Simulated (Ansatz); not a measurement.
Results of the Gaussian-basis code of Ansatz.

Basis-set series for C$_{12}$H$_{8}$S, SMILES `c1ccc2c(c1)sc1ccccc12`. Charge 0, multiplicity 1. All single points use the PBE0-D4/def2-TZVP geometry.

```
functional       basis  functions  energy (Eh)  HOMO (eV)  LUMO (eV)
   PBE0-D4    def2-SVP        226   -859.20547      -6.23      -1.08
   PBE0-D4  def2-QZVPP        994   -859.86325      -6.26      -1.20
   ωB97M-V    def2-SVP        226   -859.65828      -8.11       0.87
   ωB97M-V  def2-QZVPP        994   -860.33013      -8.16       0.67
```

Task: Give the rows for def2-TZVPP. (An estimate is asked.)

Result: The calculation gave: 
```csv
functional,basis,functions,energy (Eh),HOMO (eV),LUMO (eV)
PBE0-D4,def2-TZVPP,526,-859.82843,-6.25,-1.16
ωB97M-V,def2-TZVPP,526,-860.29798,-8.14,0.72
```

Positive LUMOs are unbound and depend on the basis.
